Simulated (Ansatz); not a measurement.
C$_{3}$H$_{4}$O$_{2}$Si, SMILES `C#C[SiH2]C(=O)O`, relaxed with RKS PBE0-D4/def2-TZVP in Ansatz from a PBE-D4/def2-SVP geometry. The force threshold is 0.005 eV/Å; the program also tests the step.

Total charge 0; spin multiplicity 1.

Start:

```xyz
10

C    -1.655   -0.955    1.886
C    -1.202   -0.686    0.776
Si   -0.488   -0.283   -0.863
C     1.298    0.432   -0.588
O     2.328   -0.158   -0.844
O     1.265    1.679   -0.051
H    -2.058   -1.191    2.862
H    -0.348   -1.521   -1.693
H    -1.346    0.733   -1.559
H     2.206    1.949    0.074
```

By how much does the energy fall, and how many steps does the optimiser take? (Best estimate.)

Ansatz gave: 0.08 eV, in 52 steps, 10 of them rejected.

Which bonds change most? (An estimate is asked.)

Computed: C1–C2 from 1.229 to 1.206 Å; Si3–C4 from 1.943 to 1.921 Å; Si3–H9 from 1.501 to 1.480 Å; C4–O6 from 1.358 to 1.340 Å.

Give the relaxed structure. (An estimate is asked.)

Computed: 
```xyz
10

C    -1.754   -0.752    1.867
C    -1.224   -0.617    0.793
Si   -0.420   -0.412   -0.823
C     1.199    0.616   -0.716
O     1.849    0.840   -1.703
O     1.545    1.055    0.501
H    -2.222   -0.870    2.818
H    -0.038   -1.727   -1.382
H    -1.310    0.316   -1.755
H     2.374    1.552    0.400
```
